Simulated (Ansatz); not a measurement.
Born–Oppenheimer molecular dynamics of C3H10OSi2 (16 atoms, charge 0, multiplicity 1). It goes on from the last frame of an earlier run, with new velocities.

Theory: Ansatz, RKS B3LYP-D4/STO-3G.

```json
{
 "ensemble": "NVE (velocity Verlet)",
 "time step": "0.5 fs",
 "steps asked": "150",
 "starting velocities drawn for": "500 K",
 "seed": "30524"
}
```

First frame:

```xyz
16
Properties=species:S:1:pos:R:3
C 0.437 0.429 1.643
C 1.026 -0.111 0.375
Si 0.628 -1.641 -0.522
C 0.131 0.089 -0.968
O 0.652 0.899 -2.128
Si -1.674 0.299 -0.486
H 1.070 0.274 2.498
H -0.487 -0.060 1.932
H 0.251 1.526 1.645
H 2.043 0.192 0.231
H 1.876 -1.976 -1.125
H -0.181 -2.727 -0.065
H 1.079 1.733 -1.725
H -2.030 -0.379 0.743
H -2.590 -0.140 -1.513
H -1.973 1.694 -0.211
```

(1) How far do the bonds stretch over the last three quarters of this one trajectory? (Pairs bonded in most of those frames.)

Results:

(1) 
```
   bond  mean (Å)  spread (Å)  shortest  longest
  C1–C2     1.555       0.032      1.49     1.61
  C1–H7     1.104       0.013      1.08     1.13
  C1–H8     1.103       0.016      1.08     1.13
  C1–H9     1.106       0.034      1.05     1.16
 C2–Si3     1.855       0.033      1.81     1.92
  C2–C4     1.617       0.036      1.55     1.69
 C2–H10     1.106       0.034      1.05     1.15
 Si3–C4     1.879       0.043      1.82     1.96
Si3–H11     1.449       0.009      1.43     1.46
Si3–H12     1.455       0.038      1.39     1.51
  C4–O5     1.479       0.022      1.42     1.51
 C4–Si6     1.915       0.030      1.85     1.96
 O5–H13     1.035       0.034      0.98     1.09
Si6–H14     1.447       0.022      1.41     1.48
Si6–H15     1.452       0.033      1.40     1.50
Si6–H16     1.449       0.006      1.44     1.46
```

Mean temperature of the second half: 440 K. The conserved energy stayed within 0.27 meV per atom of its start (net change 0.085 meV per atom), so the integration is sound. A run of 0.075 ps of so small a system gives no equilibrium averages. Limits of this set-up: minimal basis.

The run took 12 min on 1 CPU thread of a shared host.
